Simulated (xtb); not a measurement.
Si(H)2(F)(NMe2) (C2H8FNSi), SMILES CN(C)[SiH2]F. All values are semi-empirical tight-binding results from xtb (GFN2-xTB unless named), good for trends rather than for accurate numbers. Coordinates come from a GFN2-xTB optimisation. The structure was generated by enumeration, and PubChem lists no compound with its InChIKey, so it may never have been made. Other conformers were not sampled.

Computed properties:
```yaml
orbital_gap: 5.12 eV
dipole_moment: 2.43 D
zero_point_energy: 62.6 kcal/mol
G − E(el) at 298.15 K (modified RRHO): 43.0 kcal/mol
static polarisability (D4 model): 66.4 bohr³
solvation energy, GFN2-xTB/ALPB(water): -0.5 kcal/mol
solvation energy, GFN2-xTB/ALPB(acetone): -3.7 kcal/mol
```
